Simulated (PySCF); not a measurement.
Mg(I)(OH) (HIMgO), SMILES [I][Mg][OH].

Geometry: r2SCAN-D4/def2-TZVP. The def2 effective core potentials stand for the cores of I; spin–orbit coupling is left out. Other conformers were not sampled.

Level of theory: PySCF with C-PCM-M06-2X/def2-SVP.

The values are the electrostatic part of the solvation free energy, E(continuum) − E(gas) at the gas-phase geometry, in a cavity of scaled van der Waals radii (PySCF's table); cavitation and dispersion terms are not included. A continuum can't describe solvent molecules that bind to the metal. In vacuum the orbital gap is 7.71 eV. The dipole moment in vacuum is 1.89 D.

Computed values in water (ε = 78.36), ethylethanoate (ε = 5.99), 2-propanol (ε = 19.26):
```
solvent             ε  ΔG(elec) (kcal/mol)  dipole (D)  gap (eV)
--------------  -----  -------------------  ----------  --------
water           78.36                -12.5        2.99      8.30
ethylethanoate   5.99                -10.2        2.77      8.19
2-propanol      19.26                -11.9        2.93      8.27
```
